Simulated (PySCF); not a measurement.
## Electron correlation in Ca (calcium, neutral)

[Ar] 3d2, high-spin 3F determinant (an excited configuration). All numbers are calculated (PySCF 2.14, the spin-free X2C one-electron Hamiltonian (Gaussian nucleus), in x2c-TZVPPall with one added diffuse shell each of s, p, d type (7s6p4d, 45 functions)). Frozen: [Ne]; 10 electrons correlated.

MP2 pair energies summed by pair of shells (mhartree):

```
 pair   energy  share (%)
3p-3p  -123.43       71.1
3s-3p   -18.77       10.8
3p-3d   -15.99        9.2
3s-3s    -6.26        3.6
3d-3d    -5.42        3.1
3s-3d    -3.68        2.1
```

Total MP2 correlation energy: -173.55 mhartree.

Same-spin part -55.46 and opposite-spin part -118.10 mhartree; SCS-MP2 scales them by 1/3 and 6/5 to -160.20 mhartree.

This basis was not built for core-valence correlation, so the inner-shell part is incomplete.
